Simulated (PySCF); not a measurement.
# $^{17}$O chemical shifts

PySCF calculation with coordinates at the GFN2-xTB level and NMR shieldings at PBE0/pcSseg-1/GIAO; non-relativistic, equivalent nuclei averaged, single conformer, no solvent model.

Shieldings were converted by a linear fit to measured shifts: $^{17}$O (scatter 10.7 ppm rms, 12.2 ppm with the 3 outliers that the fit left out vs liquid water, solution or neat liquid). Occasional misses reach two or three times the rms, and more in compound classes unlike the fitted ones.

Task: Give the $^{17}$O shifts of `O=CNC1=CCOC1`, `CO[C@@]1(C)O[C@H]1C#N`, `CC(=O)/C=C\C(N)=O`, `N#C[C@@]1(CF)CCO1`, `C[C@@H](C#N)[C@@H]1O[C@H]1F`, `O=CNC1=COCC1`.

Result: 
| compound | environment | δ (ppm) |
| --- | --- | --- |
| [O:1]=[CH:2][NH:3][C:4]1=[CH:5][CH2:6][O:7][CH2:8]1 | O1: amide-type carbonyl oxygen | 360.6 |
| [O:1]=[CH:2][NH:3][C:4]1=[CH:5][CH2:6][O:7][CH2:8]1 | O7: ether oxygen | -16.4 |
| [CH3:1][O:2][C@@:3]1([CH3:4])[O:5][C@H:6]1[C:7]#[N:8] | O5: ether oxygen | 45.2 |
| [CH3:1][O:2][C@@:3]1([CH3:4])[O:5][C@H:6]1[C:7]#[N:8] | O2: ether oxygen | 15.2 |
| [CH3:1][C:2](=[O:3])/[CH:4]=[CH:5]\[C:6]([NH2:7])=[O:8] | O3: ketone oxygen | 542.9 |
| [CH3:1][C:2](=[O:3])/[CH:4]=[CH:5]\[C:6]([NH2:7])=[O:8] | O8: amide-type carbonyl oxygen | 364.6 |
| N#C[C@@]1(CF)CCO1 | ether oxygen | 12.2 |
| C[C@@H](C#N)[C@@H]1O[C@H]1F | ether oxygen | 39.7 |
| [O:1]=[CH:2][NH:3][C:4]1=[CH:5][O:6][CH2:7][CH2:8]1 | O1: amide-type carbonyl oxygen | 348.2 |
| [O:1]=[CH:2][NH:3][C:4]1=[CH:5][O:6][CH2:7][CH2:8]1 | O6: ether oxygen | 42.9 |

In solution the two oxygens of a carboxylic acid give one averaged line by proton exchange, and hydrogen bonding shields acid and N–H amide carbonyl oxygens by tens of ppm; neither is in these numbers.
